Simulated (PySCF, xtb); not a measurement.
GeH2, SMILES [GeH2] (connectivity only; charge and spin as stated), neutral, multiplicity 1.

xtb with GFN2-xTB at its own geometry gives an orbital gap of 2.91 eV and a dipole moment of 1.70 D.

The structure is a stationary point at PBE0-D3(BJ)/def2-TZVPD. The isomer is the one that the SMILES or the coordinates give; other isomers of the formula were not compared.

Problem. What does PBE/def2-TZVPD in PySCF give? (Estimate from the structure and the level; the computed values follow.)

Solution. gap 1.94 eV (levels -5.89 and -3.95 eV), dipole 0.20 D.
